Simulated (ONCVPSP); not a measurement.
Building the ONCV potential for Ga (PBE, scalar-relativistic).

gallium (Ga), optimised norm-conserving Vanderbilt (ONCV), made with ONCVPSP 4.0.1 (PBE, scalar-relativistic). Core [Ne], reference 3s2 3p6 3d10 4s2 4p0.5 (charge +0.5). Waves: 3s+4s: rc 1.25 bohr, ncon 4, nbas 8, qcut 9.9 1/bohr, 2 projectors; 3p+4p: rc 1.05 bohr, ncon 4, nbas 8, qcut 11.3 1/bohr, 2 projectors; 3d: rc 0.70 bohr, ncon 4, nbas 8, qcut 15.5 1/bohr, 2 projectors, debl 2.3 Ha. Local part: polynomial inside 0.60 bohr (lpopt 5, dvloc0 4 Ha). Core correction: Teter function, fcfact 4.5, rcfact 1.3.

All-electron outer shells of the reference configuration (PBE, scalar-relativistic, ld1.x):

| shell | level (eV) | outermost node (bohr) | outermost maximum (bohr) |
| --- | --- | --- | --- |
| 2s | -1266.16 | 0.07 | 0.18 |
| 2p | -1102.67 | – | 0.15 |
| 3s | -151.96 | 0.27 | 0.56 |
| 3p | -102.70 | 0.24 | 0.56 |
| 3d | -22.99 | – | 0.53 |
| 4s | -12.43 | 0.81 | 1.87 |
| 4p | -5.62 | 0.87 | 2.41 |

Q: Does the generator finish with these settings?

A: Yes, a potential is produced and its reference levels are reproduced.

Q: Estimate the cutoffs (Ha) at which the residual kinetic energy of the hardest occupied pseudo-wave falls to 1 and 0.1 mHa per electron.

A: 398 Ha and 492 Ha.

Q: Does the potential have ghost states?

A: No bound ghost flagged; no localised positive-energy state flagged.

Q: Which valence shell sets the plane-wave cutoff?

A: 3d: 398 Ha for 1 mHa per electron, against 51 Ha for 3p.

Q: Tests: 3s2 3p6 3d10 4s2 4p1; 3s2 3p6 3d10 4s2 4p0; 3s2 3p6 3d10 4s1 4p0; 3s2 3p6 3d10 4s1 4p2. Which has the largest error in its energy relative to the reference configuration, and how large is it?

A: 3s2 3p6 3d10 4s1 4p0, with -1.9 meV (all-electron minus pseudo) on +24.79 eV.
